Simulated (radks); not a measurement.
Zr, configuration [Kr] 4d2 5p2 (not the ground configuration). Method: non-relativistic Kohn-Sham, PBEsol, spin-polarised, spherical densities, point nucleus; open shells are filled with parallel spins first (spin-orbit coupling, left out, can overturn this in heavy ions); relativity is left out, which matters for an element this heavy; computed with a radial shooting solver on a logarithmic mesh with Libxc functionals.

X-ray form factor f0, the Fourier transform of the density (f0(0) = 40):

sin(theta)/lambda (1/angstrom)  f0 (electrons)
0.05                                    38.693
0.1                                     36.134
0.15                                    33.670
0.2                                     31.372
0.25                                    29.150
0.3                                     27.057
0.4                                     23.505
0.5                                     20.781
0.6                                     18.587
0.8                                     14.889
1                                       11.769
1.25                                     8.901
1.5                                      7.144
2                                        5.461
